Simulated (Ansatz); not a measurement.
CH5B2FSSi, SMILES `FB1[SiH2]BCS1`. The species carries charge 0 and has multiplicity 1.

```xyz
11

F     1.607    2.527   -0.574
B     0.907    1.414   -0.392
Si    0.218    0.605    1.332
B    -0.643   -0.971    0.423
C    -0.452   -0.951   -1.129
S     0.480    0.446   -1.846
H     1.293    0.213    2.290
H    -0.758    1.468    2.059
H    -1.257   -1.885    0.891
H     0.041   -1.881   -1.440
H    -1.435   -0.985   -1.615
```

Task: Give the diagnostics of a CCSD(T)/def2-TZVPP run (frozen core, Ansatz 0.2.0). (An estimate is asked.)

Result: The calculation gave: T1 = 0.0150, largest single amplitude 0.028, largest double 0.030, (T) share of the correlation energy 4.1 %, 10 CCSD cycles. The RHF solution is stable towards an unrestricted one. T1 lies under the customary mark of 0.02 for closed shells.
